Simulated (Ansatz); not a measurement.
CH9AlSi2, SMILES `[AlH2][SiH2]C[SiH3]`, relaxed with RKS PBE-D4/def2-SVP in the Gaussian-basis code of Ansatz from a rough embedded geometry. The force threshold is 0.03 eV/Å; the program also tests the step.

Charge 0, multiplicity 1.

Start:

```xyz
13

Al    1.515    0.968   -1.529
Si    0.378    1.204    0.464
C    -1.144    0.163    0.439
Si   -0.729   -1.736    0.502
H     3.052    0.468   -1.575
H     0.853    1.351   -2.963
H     1.229    0.788    1.590
H    -0.039    2.570    0.610
H    -1.712    0.308   -0.451
H    -1.761    0.362    1.357
H     0.120   -1.941    1.735
H    -1.905   -2.520    0.535
H     0.144   -1.985   -0.713
```

```json
{"step": "1", "energy (eV)": "-23513.2053", "largest force (eV/Å)": "2.750", "largest move (Å)": "0.000"}
{"step": "2", "energy (eV)": "-23513.6066", "largest force (eV/Å)": "0.820", "largest move (Å)": "0.125"}
{"step": "3 (rejected)", "energy (eV)": "-23513.5973", "largest force (eV/Å)": "0.482", "largest move (Å)": "0.200"}
{"step": "4", "energy (eV)": "-23513.6585", "largest force (eV/Å)": "0.067", "largest move (Å)": "0.097"}
{"step": "5", "energy (eV)": "-23513.6606", "largest force (eV/Å)": "0.177", "largest move (Å)": "0.095"}
{"step": "6", "energy (eV)": "-23513.6693", "largest force (eV/Å)": "0.105", "largest move (Å)": "0.065"}
{"step": "7", "energy (eV)": "-23513.6833", "largest force (eV/Å)": "0.102", "largest move (Å)": "0.195"}
{"step": "8", "energy (eV)": "-23513.7010", "largest force (eV/Å)": "0.137", "largest move (Å)": "0.200"}
{"step": "9", "energy (eV)": "-23513.7285", "largest force (eV/Å)": "0.223", "largest move (Å)": "0.190"}
{"step": "10", "energy (eV)": "-23513.7676", "largest force (eV/Å)": "0.279", "largest move (Å)": "0.165"}
{"step": "11", "energy (eV)": "-23513.7962", "largest force (eV/Å)": "0.281", "largest move (Å)": "0.195"}
{"step": "12", "energy (eV)": "-23513.8034", "largest force (eV/Å)": "0.108", "largest move (Å)": "0.140"}
{"step": "13 (rejected)", "energy (eV)": "-23513.7673", "largest force (eV/Å)": "0.397", "largest move (Å)": "0.154"}
{"step": "14", "energy (eV)": "-23513.8084", "largest force (eV/Å)": "0.029", "largest move (Å)": "0.068"}
{"step": "15", "energy (eV)": "-23513.8091", "largest force (eV/Å)": "0.018", "largest move (Å)": "0.025"}
{"step": "16", "energy (eV)": "-23513.8097", "largest force (eV/Å)": "0.018", "largest move (Å)": "0.032"}
{"step": "17", "energy (eV)": "-23513.8104", "largest force (eV/Å)": "0.041", "largest move (Å)": "0.061"}
{"step": "18", "energy (eV)": "-23513.8107", "largest force (eV/Å)": "0.031", "largest move (Å)": "0.023"}
{"step": "19", "energy (eV)": "-23513.8110", "largest force (eV/Å)": "0.019", "largest move (Å)": "0.032"}
```

End:

```xyz
13

Al    1.403    0.413   -1.398
Si    0.317    1.406    0.590
C    -1.210    0.223    0.682
Si   -0.530   -1.468    0.243
H     2.861   -0.256   -1.371
H     0.645    0.635   -2.800
H     1.080    1.261    1.885
H    -0.151    2.840    0.508
H    -1.939    0.528   -0.099
H    -1.731    0.229    1.662
H     0.427   -1.994    1.274
H    -1.514   -2.538   -0.150
H     0.342   -1.280   -1.027
```

Run time 27 s (4 threads of an Arm Neoverse V1 on a shared host); peak host memory 0.16 GiB.
